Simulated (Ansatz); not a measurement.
`CC(C)[Si](Cl)(Cl)Cl` + H₂S → `S[Si](Cl)(Cl)Cl` + `CCC` at 700 K and 1 bar (ligand exchange at the Si–C bond).

Calculated with Ansatz (gas phase, PBE0-D4/def2-TZVP geometries, no zero-point term in ΔE). CBS: MP2 limit from def2 TZ/QZ plus the TZ coupled-cluster correction, frozen cores. This one scheme is used for every species. Each species was taken in one conformer, which may not be the lowest.

```
              species  CCSD(T)/CBS energy (Eh)  H − E (kJ/mol)  S (J/(mol·K))
`CC(C)[Si](Cl)(Cl)Cl`              -1786.96983           367.1          574.3
                  H₂S               -398.97279            64.8          236.9
    `S[Si](Cl)(Cl)Cl`              -2066.97878           107.7          461.4
                `CCC`               -118.98051           329.4          356.3
```

H − E and S are ideal-gas, rigid-rotor, harmonic terms from PBE0-D4/def2-TZVP, for one conformer and one mirror image of each species. 1 Eh = 2625.50 kJ/mol, R = 8.31446 J/(mol·K).

**Question.** By hand: ΔE, ΔH, ΔS and ΔG.

**Answer.** ΔE = (-2066.97878) + (-118.98051) − (-1786.96983) − (-398.97279) = -0.01667 Eh = -43.8 kJ/mol. Δ(H − E) = 107.7 + 329.4 − 367.1 − 64.8 = 5.2, so ΔH = -38.6 kJ/mol. ΔS = 461.4 + 356.3 − 574.3 − 236.9 = 6.5 J/(mol·K). ΔG = -38.6 − 700 × (6.5)/1000 = -43.1 kJ/mol.

**Question.** By hand: the equilibrium constant, and the temperature at which ΔG would vanish if ΔH and ΔS stayed fixed.

**Answer.** log₁₀ K = −ΔG/(RT ln 10) = 3.2. ΔH and −TΔS have one sign here, so there is no such temperature.

The number of gas molecules stays the same, so ΔS is small and ΔH decides. A doubt of 5 kJ/mol in ΔE shifts log₁₀ K by 0.4 here. Other conformers and mirror images would add mixing entropy, several J/(mol·K) or more a flexible species. Modes under 60 cm⁻¹, often nearly free rotors, make the harmonic entropy too high. These are equilibria of isolated gas molecules and say nothing of rates. Largest T1 diagnostic: 0.010 (customary marks: 0.02 for closed shells, 0.045 for open ones).

ΔS is within the doubt of such terms, so its sign, and with it that verdict, could turn.
